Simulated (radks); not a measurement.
Neutral ytterbium, [Xe] 4f14 6s2. All-electron calculation, non-relativistic Kohn-Sham, r2SCAN, spin-polarised, spherical densities, point nucleus; meta-GGA in the generalised Kohn-Sham scheme. Program: a radial shooting solver on a logarithmic mesh with Libxc functionals. Every spin shell is full or empty, so the densities are truly spherical. Functionals are evaluated on that one density, not self-consistently. Rank these orbital-free kinetic functionals by their error against the exact value of the orbitals, and give that value: Thomas-Fermi, TF + vW, LC94, revAPBEK, Thakkar, Pearson, LKT, PG1, DePristo-Kress.

Answer. Exact: 13392.0 hartree. From best to worst, with 100 (|E| - |E exact|)/|E exact| (equal figures are ties): LC94 -0.04, revAPBEK +0.14, DePristo-Kress -0.25, Thakkar -0.80, Pearson -0.93, Thomas-Fermi -4.88, PG1 +13.04, LKT +16.71, TF + vW +32.22.
